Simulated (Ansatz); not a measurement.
Reaction (redistribution): `C[Si](C)(C)CBCl` + `BCl` → `B[Si](C)(C)C` + `ClBCCl`

Computed with Ansatz on PBE0-D4/def2-TZVP structures; ΔE is electronic, products minus reactants. CCSD(T)/CBS is the MP2 limit (def2-TZVPP, def2-QZVPP) plus CCSD(T) − MP2 in def2-TZVPP, frozen cores. This one scheme is used for every species. Functionals use def2-TZVPP. Each species was taken in one conformer, which may not be the lowest.

`C[Si](C)(C)CBCl`:

```xyz
19

C     1.147    1.138   -1.011
Si    0.196    0.170    0.275
C     0.076    1.160    1.860
C     1.040   -1.468    0.609
C    -1.585   -0.138   -0.338
B    -1.581   -1.088   -1.533
Cl   -1.495   -0.477   -3.183
H     1.233    0.584   -1.949
H     2.157    1.357   -0.655
H     0.656    2.089   -1.233
H    -0.437    2.111    1.695
H     1.073    1.382    2.254
H    -0.473    0.611    2.630
H     1.161   -2.049   -0.309
H     0.465   -2.074    1.313
H     2.033   -1.310    1.037
H    -1.994    0.852   -0.559
H    -2.100   -0.573    0.525
H    -1.574   -2.278   -1.429
```

`BCl`:

Z-matrix (Å, degrees):
```
B
Cl 1 1.733
H 1 1.190 2 118.1
H 1 1.190 2 118.1 3 180.0
```

`B[Si](C)(C)C`:

```xyz
16

B     0.877    1.842    0.556
Si    0.015    0.112   -0.011
C     0.732   -1.197    1.147
C     0.437   -0.347   -1.785
C    -1.854    0.148    0.193
H     0.408    2.531    1.418
H     1.924    2.210    0.100
H     0.308   -2.176    0.902
H     0.496   -0.983    2.192
H     1.818   -1.269    1.051
H     0.042    0.387   -2.492
H     0.013   -1.321   -2.047
H     1.519   -0.399   -1.929
H    -2.312    0.896   -0.460
H    -2.292   -0.823   -0.056
H    -2.131    0.390    1.222
```

`ClBCCl`:

```xyz
7

Cl    0.209   -0.451    2.207
B     0.581   -0.380    0.506
C    -0.515    0.048   -0.522
Cl    0.015    1.764   -0.680
H     1.694   -0.628    0.165
H    -0.441   -0.404   -1.509
H    -1.543    0.051   -0.168
```

| level | ΔE (kJ/mol) |
| --- | --- |
| BLYP-D4 | 217.8 |
| ωB97M-V | 230.6 |
| PBE-QIDH | 228.6 |
| r2SCANh | 227.1 |
| BHLYP | 220.3 |
| LC-ωPBE | 222.3 |
| MP2/def2-SVP | 247.3 |
| MP2/def2-TZVPP | 238.3 |

(1) What does CCSD(T)/CBS give? (An estimate is asked.)

Largest T1 diagnostic among the species: 0.012.

Answers

(1) The calculation gave: +225.4 kJ/mol. The listed levels differ from it by -7.6, 5.2, 3.2, 1.7, -5.1, -3.1, 21.9, 12.9 kJ/mol.

From BLYP to BHLYP (50 % exact exchange), in def2-TZVPP and without D4, ΔE moves by +12.4 kJ/mol. In def2-TZVPP, CCSD(T) changes the Hartree–Fock value by +10.1 kJ/mol (the triples alone add +1.8 kJ/mol) and MP2 by +22.6 kJ/mol. The D4 term adds +8.1 kJ/mol with B3LYP and +5.2 kJ/mol with PBE0; it sums over pairs of atoms, weighted by their polarisabilities, and B3LYP, whose exchange is more repulsive, gets the larger term.

B3LYP here is the variant with VWN-RPA as its local correlation; programs differ in this.
